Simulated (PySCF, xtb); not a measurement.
MgHF, SMILES [F][MgH].

Harmonic wavenumbers (cm⁻¹) from xtb with GFN2-xTB at its own minimum, in rising order: 117, 118, 643, 1703.

Q: What does r2SCAN-D4/def2-TZVPD run with PySCF 2.14.0 give at its own minimum? (The exact figures need the calculation; the answer reports its results.)

A: 319, 319, 716, 1669. Paired by order, the mean absolute difference is 128 cm⁻¹ and the zero-point energies are 3.7 and 4.3 kcal/mol.
